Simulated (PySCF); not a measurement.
BCl2H2N, SMILES NB(Cl)Cl. Geometry: ωB97X-D3(BJ)/def2-SVP. Other conformers were not sampled.

Level of theory: ωB97X-D3(BJ)/def2-SVP run with PySCF.

Harmonic wavenumbers (cm⁻¹): 266, 323, 466, 552, 572, 575, 796, 1103, 1375, 1598, 3642, 3753. Rotational constants (GHz): 6.755, 3.036, 2.095; symmetry number 2.

Work out the zero-point energy and the ideal-gas rigid-rotor harmonic-oscillator thermochemistry at 298.15 K and 1 atm.

ZPE = ½ Σ hcν = ½ × 15021 cm⁻¹ = 21.47 kcal/mol. H − E(el) = 24.95 kcal/mol. Entropy in cal/(mol K): translation 39.65, rotation 25.04, vibration 5.50, total 70.19. G − E(el) = 4.02 kcal/mol. Cp = 17.05 cal/(mol K).
